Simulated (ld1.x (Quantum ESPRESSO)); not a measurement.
**LDA (PZ) TM dataset for indium, fully relativistic all-electron reference.**

ld1.x (Quantum ESPRESSO) 7.5 was run on this input:

```
&input
   title='In', zed=49., rel=2, dft='PZ', iswitch=3,
   config='[Kr] 4d10 5s2 5p1', rel_dist='average',
   nld=3, rlderiv=2.75, eminld=-3.0, emaxld=5.0, deld=0.02
 /
 &inputp
   pseudotype=2, tm=.true., lloc=0,
   nlcc=.true., rcore=2.20,
   file_pseudopw='In.UPF', file_wfcaegen='ae.wfc', file_wfcncgen='nc.wfc', file_beta='beta', file_chi='chi'
 /
2
5P  2  1   1.00   0.00  2.55  2.55  0.0
5S  1  0   2.00   0.00  2.30  2.30  0.0
 &test
   configts(1)='5s2 5p1'
 /
```

Command:

```bash
ld1.x < In.in > In.out
```

Output (shortened: banner, matrices, multipoles, cross overlaps and the repeated all-electron block are left out):

```
Program LD1 v.7.5
     --------------------------- All-electron run ----------------------------

     In
     dirac relativistic calculation

     atomic number is 49.00
     dft =PZ   lsd =0 sic =0 latt =0  beta=0.20 tr2=1.0E-14
     Exchange-correlation= PZ
                           (   1   1   0   0   0   0   0)
     mesh =1241 r(mesh) = 100.30140 a.u. xmin = -7.00 dx = 0.01250
     1 Ry =  13.60569312 eV, c = 137.03599908

     n l j   nl                  e(Ry)          e(Ha)          e(eV)
     Spin orbit split results
     1 0 0.5 1S 1( 2.00)     -2036.1757     -1018.0879    -27703.5818
     2 0 0.5 2S 1( 2.00)      -304.8568      -152.4284     -4147.7878
     2 1 0.5 2P 1( 2.00)      -284.4565      -142.2282     -3870.2275
     2 1 1.5 2P 1( 4.00)      -268.9799      -134.4900     -3659.6585
     3 0 0.5 3S 1( 2.00)       -57.8132       -28.9066      -786.5888
     3 1 0.5 3P 1( 2.00)       -49.5694       -24.7847      -674.4256
     3 1 1.5 3P 1( 4.00)       -46.7742       -23.3871      -636.3948
     4 0 0.5 4S 1( 2.00)        -8.7740        -4.3870      -119.3768
     4 1 0.5 4P 1( 2.00)        -6.0747        -3.0374       -82.6506
     4 1 1.5 4P 1( 4.00)        -5.5800        -2.7900       -75.9194
     3 2 1.5 3D 1( 4.00)       -32.1367       -16.0684      -437.2422
     3 2 2.5 3D 1( 6.00)       -31.5634       -15.7817      -429.4415
     4 2 1.5 4D 1( 4.00)        -1.4128        -0.7064       -19.2222
     4 2 2.5 4D 1( 6.00)        -1.3491        -0.6746       -18.3560
     5 0 0.5 5S 1( 2.00)        -0.6234        -0.3117        -8.4822
     5 1 0.5 5P 1( 0.33)        -0.2148        -0.1074        -2.9231
     5 1 1.5 5P 1( 0.67)        -0.1915        -0.0957        -2.6054
     Averaged results
     1 0     1S 1( 2.00)     -2036.1757     -1018.0879    -27703.5818
     2 0     2S 1( 2.00)      -304.8568      -152.4284     -4147.7878
     2 1     2P 1( 6.00)      -274.1388      -137.0694     -3729.8481
     3 0     3S 1( 2.00)       -57.8132       -28.9066      -786.5888
     3 1     3P 1( 6.00)       -47.7059       -23.8529      -649.0717
     4 0     4S 1( 2.00)        -8.7740        -4.3870      -119.3768
     4 1     4P 1( 6.00)        -5.7449        -2.8724       -78.1631
     3 2     3D 1(10.00)       -31.7927       -15.8964      -432.5618
     4 2     4D 1(10.00)        -1.3746        -0.6873       -18.7025
     5 0     5S 1( 2.00)        -0.6234        -0.3117        -8.4822
     5 1     5P 1( 1.00)        -0.1993        -0.0996        -2.7113

     final scf error:  2.0E-15 reached in  28 iterations

     Etot =  -11756.043234 Ry,   -5878.021617 Ha, -159949.116583 eV

     Ekin =   12349.911683 Ry,    6174.955842 Ha,  168029.108456 eV
     Encl =  -28539.662723 Ry,  -14269.831362 Ha, -388301.892847 eV
     Eh   =    4743.019275 Ry,    2371.509638 Ha,   64532.064738 eV
     Exc  =    -309.311469 Ry,    -154.655735 Ha,   -4208.396930 eV

     normalization and overlap integrals

     s(1S/1S) =  1.000000  <r> =   0.0297  <r2> =    0.0012  r(max) =   0.0192
     s(2S/2S) =  1.000000  <r> =   0.1282  <r2> =    0.0194  r(max) =   0.1090
     s(2P/2P) =  1.000000  <r> =   0.1085  <r2> =    0.0145  r(max) =   0.0838
     s(2P/2P) =  1.000000  <r> =   0.1138  <r2> =    0.0158  r(max) =   0.0881
     s(3S/3S) =  1.000000  <r> =   0.3489  <r2> =    0.1394  r(max) =   0.3153
     s(3P/3P) =  1.000000  <r> =   0.3398  <r2> =    0.1343  r(max) =   0.3037
     s(3P/3P) =  1.000000  <r> =   0.3510  <r2> =    0.1430  r(max) =   0.3114
     s(4S/4S) =  1.000000  <r> =   0.8476  <r2> =    0.8144  r(max) =   0.7658
     s(4P/4P) =  1.000000  <r> =   0.9006  <r2> =    0.9292  r(max) =   0.7951
     s(4P/4P) =  1.000000  <r> =   0.9317  <r2> =    0.9947  r(max) =   0.8255
     s(3D/3D) =  1.000000  <r> =   0.3225  <r2> =    0.1237  r(max) =   0.2549
     s(3D/3D) =  1.000000  <r> =   0.3261  <r2> =    0.1263  r(max) =   0.2581
     s(4D/4D) =  1.000000  <r> =   1.1752  <r2> =    1.6620  r(max) =   0.9237
     s(4D/4D) =  1.000000  <r> =   1.1926  <r2> =    1.7136  r(max) =   0.9354
     s(5S/5S) =  1.000000  <r> =   2.5943  <r2> =    7.7363  r(max) =   2.1344
     s(5P/5P) =  1.000000  <r> =   3.5520  <r2> =   14.9214  r(max) =   2.7406
     s(5P/5P) =  1.000000  <r> =   3.7333  <r2> =   16.4919  r(max) =   2.8811

     ------------------------ End of All-electron run ------------------------

     --------------------- Generating NC pseudopotential ---------------------

      Generating local pot.: lloc=0, matching radius rcloc =   2.3000

      Computing core charge for nlcc:

       r > 2.22 : true rho core
       r < 2.22 : rho core = a sin(br)/r    a=   1.23  b=   1.23

      Integrated core pseudo-charge :   2.84

     Fully relativistic calculation: |psi|^2

     Wfc 5P LC norm =  0.99996962 SC norm =  0.00003024 missing  0.00000015

     Wfc 5P LC norm =  0.99997270 SC norm =  0.00002343 missing  0.00000387

      Wfc   5P  rcut= 2.543  Using Troullier-Martins method

      Wfc   5P  rcut= 2.543  Using Troullier-Martins method

     ------------------- End of pseudopotential generation -------------------

     Computing logarithmic derivative in   2.75784
     Computing logarithmic derivative in   2.75784
     Computing the partial wave expansion
       no projector for channel:   0
     R is outside the sphere for l=    1 j= 0.50
     R is outside the sphere for l=    1 j= 1.50

     ---------------------- Testing the pseudopotential ----------------------

     In
     dirac relativistic calculation

     atomic number is 49.00   valence charge is  3.00
     dft =PZ   lsd =0 sic =0 latt =0  beta=0.20 tr2=1.0E-14
     mesh =1241 r(mesh) = 100.30140 xmin = -7.00 dx = 0.01250

     n l  j  nl             e AE (Ry)       e PS (Ry)    De AE-PS (Ry)
     1 0 0.5 5S   1( 2.00)       -0.62343       -0.62343        0.00000
     2 1 0.5 5P   1( 0.33)       -0.21484       -0.21484       -0.00000
     2 1 1.5 5P   1( 0.67)       -0.19150       -0.19150        0.00000

     eps = 7.6E-15  iter = 11

     Etot =  -11756.043234 Ry,   -5878.021617 Ha, -159949.116583 eV
     Etotps =    -5.788129 Ry,      -2.894065 Ha,     -78.751508 eV

     Ekin =       1.249575 Ry,       0.624787 Ha,      17.001328 eV
     Encl =      -6.486181 Ry,      -3.243090 Ha,     -88.248985 eV
     Ehrt =       2.774364 Ry,       1.387182 Ha,      37.747149 eV
     Ecxc =      -3.370037 Ry,      -1.685018 Ha,     -45.851687 eV
     (Ecc =      -1.769201 Ry,      -0.884601 Ha,     -24.071208 eV)
     Epseu=       0.044150 Ry,       0.022075 Ha,       0.600687 eV

     ---------------------- End of pseudopotential test ----------------------
```

Generation and configuration tests took about 1.2 s on one core of a shared server CPU.

Transferability test of the new file with ld1.x, input:

```
&input
   title='In', zed=49., rel=2, dft='PZ', iswitch=2,
   config='[Kr] 4d10 5s2 5p1', rel_dist='average'
 /
 &test
   file_pseudo='In.UPF', nconf=8,
   configts(1)='5s2 5p1',
   configts(2)='5s2 5p0',
   configts(3)='5s1 5p0',
   configts(4)='5s2 5p0.5',
   configts(5)='5s1 5p1',
   configts(6)='5s2 5p1.3',
   configts(7)='5s0 5p3',
   configts(8)='5s1 5p2'
 /
```

```bash
ld1.x < In.test.in > In.test.out
```

Pseudopotential blocks of its output, shortened (energy terms left out):

```
     ---------------------- Testing the pseudopotential ----------------------

     n l  j  nl             e AE (Ry)       e PS (Ry)    De AE-PS (Ry)
     1 0 0.5 5S   1( 2.00)       -0.62343       -0.62343        0.00000
     2 1 0.5 5P   1( 0.33)       -0.21484       -0.21484       -0.00000
     2 1 1.5 5P   1( 0.67)       -0.19150       -0.19150        0.00000

     eps = 7.7E-15  iter = 11

     Etot =  -11756.043234 Ry,   -5878.021617 Ha, -159949.116583 eV
     Etotps =    -5.788129 Ry,      -2.894065 Ha,     -78.751508 eV

     ---------------------- End of pseudopotential test ----------------------

          ---------------------- Testing the pseudopotential ----------------------

     n l  j  nl             e AE (Ry)       e PS (Ry)    De AE-PS (Ry)
     1 0 0.5 5S   1( 2.00)       -1.12494       -1.12943        0.00449
     2 1 0.5 5P   1( 0.00)       -0.66236       -0.66540        0.00304
     2 1 1.5 5P   1( 0.00)       -0.62907       -0.63190        0.00284

     eps = 6.5E-16  iter =  7

     Etot =  -11755.631223 Ry,   -5877.815611 Ha, -159943.510882 eV
     Etotps =    -5.375112 Ry,      -2.687556 Ha,     -73.132124 eV
     dEtot_ae =       0.412011 Ry
     dEtot_ps =       0.413017 Ry,   Delta E=      -0.001006 Ry

     ---------------------- End of pseudopotential test ----------------------

          ---------------------- Testing the pseudopotential ----------------------

     n l  j  nl             e AE (Ry)       e PS (Ry)    De AE-PS (Ry)
     1 0 0.5 5S   1( 1.00)       -1.77302       -1.79485        0.02183  !
     2 1 0.5 5P   1( 0.00)       -1.24593       -1.26290        0.01697  !
     2 1 1.5 5P   1( 0.00)       -1.20067       -1.21694        0.01627  !

     eps = 3.2E-15  iter =  4

     Etot =  -11754.186165 Ry,   -5877.093082 Ha, -159923.849870 eV
     Etotps =    -3.917783 Ry,      -1.958892 Ha,     -53.304155 eV
     dEtot_ae =       1.857069 Ry
     dEtot_ps =       1.870346 Ry,   Delta E=      -0.013277 Ry

     ---------------------- End of pseudopotential test ----------------------

          ---------------------- Testing the pseudopotential ----------------------

     n l  j  nl             e AE (Ry)       e PS (Ry)    De AE-PS (Ry)
     1 0 0.5 5S   1( 2.00)       -0.86157       -0.86300        0.00143
     2 1 0.5 5P   1( 0.17)       -0.42696       -0.42779        0.00083
     2 1 1.5 5P   1( 0.33)       -0.39880       -0.39955        0.00075

     eps = 1.4E-16  iter =  9

     Etot =  -11755.892527 Ry,   -5877.946263 Ha, -159947.066105 eV
     Etotps =    -5.637267 Ry,      -2.818634 Ha,     -76.698927 eV
     dEtot_ae =       0.150707 Ry
     dEtot_ps =       0.150862 Ry,   Delta E=      -0.000154 Ry

     ---------------------- End of pseudopotential test ----------------------

          ---------------------- Testing the pseudopotential ----------------------

     n l  j  nl             e AE (Ry)       e PS (Ry)    De AE-PS (Ry)
     1 0 0.5 5S   1( 1.00)       -1.19748       -1.20590        0.00842  !
     2 1 0.5 5P   1( 0.33)       -0.72309       -0.72832        0.00523  !
     2 1 1.5 5P   1( 0.67)       -0.68797       -0.69271        0.00474

     eps = 3.8E-15  iter =  7

     Etot =  -11755.140181 Ry,   -5877.570090 Ha, -159936.829919 eV
     Etotps =    -4.881509 Ry,      -2.440754 Ha,     -66.416313 eV
     dEtot_ae =       0.903053 Ry
     dEtot_ps =       0.906620 Ry,   Delta E=      -0.003567 Ry

     ---------------------- End of pseudopotential test ----------------------

          ---------------------- Testing the pseudopotential ----------------------

     n l  j  nl             e AE (Ry)       e PS (Ry)    De AE-PS (Ry)
     1 0 0.5 5S   1( 2.00)       -0.49780       -0.49750       -0.00030
     2 1 0.5 5P   1( 0.43)       -0.10336       -0.10325       -0.00010
     2 1 1.5 5P   1( 0.87)       -0.08282       -0.08275       -0.00008

     eps = 6.0E-15  iter = 14

     Etot =  -11756.086215 Ry,   -5878.043107 Ha, -159949.701369 eV
     Etotps =    -5.831094 Ry,      -2.915547 Ha,     -79.336074 eV
     dEtot_ae =      -0.042981 Ry
     dEtot_ps =      -0.042965 Ry,   Delta E=      -0.000016 Ry

     ---------------------- End of pseudopotential test ----------------------

          ---------------------- Testing the pseudopotential ----------------------

     n l  j  nl             e AE (Ry)       e PS (Ry)    De AE-PS (Ry)
     1 0 0.5 5S   1( 0.00)       -0.76012       -0.76587        0.00575  !
     2 1 0.5 5P   1( 1.00)       -0.31365       -0.31592        0.00227
     2 1 1.5 5P   1( 2.00)       -0.28428       -0.28604        0.00176

     eps = 2.6E-17  iter =  7

     Etot =  -11755.151385 Ry,   -5877.575692 Ha, -159936.982359 eV
     Etotps =    -4.892323 Ry,      -2.446162 Ha,     -66.563450 eV
     dEtot_ae =       0.891849 Ry
     dEtot_ps =       0.895806 Ry,   Delta E=      -0.003957 Ry

     ---------------------- End of pseudopotential test ----------------------

          ---------------------- Testing the pseudopotential ----------------------

     n l  j  nl             e AE (Ry)       e PS (Ry)    De AE-PS (Ry)
     1 0 0.5 5S   1( 1.00)       -0.69649       -0.69945        0.00296
     2 1 0.5 5P   1( 0.67)       -0.26780       -0.26893        0.00112
     2 1 1.5 5P   1( 1.33)       -0.24132       -0.24219        0.00087

     eps = 2.3E-15  iter = 14

     Etot =  -11755.607759 Ry,   -5877.803879 Ha, -159943.191641 eV
     Etotps =    -5.351631 Ry,      -2.675815 Ha,     -72.812645 eV
     dEtot_ae =       0.435475 Ry
     dEtot_ps =       0.436498 Ry,   Delta E=      -0.001023 Ry

     ---------------------- End of pseudopotential test ----------------------
```
